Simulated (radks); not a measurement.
Values are calculated unless marked as measured or tabulated.
Question: Excited configurations of Nd III: one electron is placed in a higher orbital outside [Xe] 4f3. The ground configuration is [Xe] 4f4. Code: a radial shooting solver on a logarithmic mesh with Libxc functionals. Model: scalar-relativistic Kohn-Sham, PBE, spin-polarised, spherical densities, finite nucleus; open shells are filled with parallel spins first (spin-orbit coupling, left out, can overturn this in heavy ions); Fermi nuclear charge, rms radius 4.9123 fm. Excitation = E - E(ground); binding = E(ion) - E, where the ion is the core of charge +3; n* = 3/sqrt(2 binding) in atomic units, and the quantum defect is n - n*.

outer orbital  excitation (eV)  binding (eV)     n*  quantum defect  eigenvalue (eV)  <r> (bohr)
5d                       3.511        19.867  2.483           2.517          -15.518       2.444
5f                      15.278         8.100  3.888           1.112           -6.470       5.634
6p                       8.862        14.516  2.904           3.096          -12.240       4.158
6d                      13.767         9.611  3.569           2.431           -8.100       5.742
6f                      17.929         5.449  4.740           1.260           -4.529       9.641
7s                      13.544         9.834  3.529           3.471           -8.504       6.528
7p                      15.146         8.233  3.857           3.143           -7.072       7.507
7d                      17.395         5.984  4.524           2.476           -5.101       9.756
7f                      19.530         3.848  5.641           1.359           -3.289       14.62

Estimate the row for 6s.

Answer: excitation (eV) 4.734; binding (eV) 18.644; n* 2.563; quantum defect 3.437; eigenvalue (eV) -15.781; <r> (bohr) 3.483. The Delta-SCF ionisation energy is 23.378 eV (NIST Atomic Spectra Database: 22.09 eV, semi-empirical). Self-interaction in the functional shifts the binding energies and quantum defects, so they are the method's values and not measured ones. Open shells are spherical and high-spin; term and fine-structure splittings are not resolved. Spin-orbit splitting is averaged out at the scalar-relativistic level.
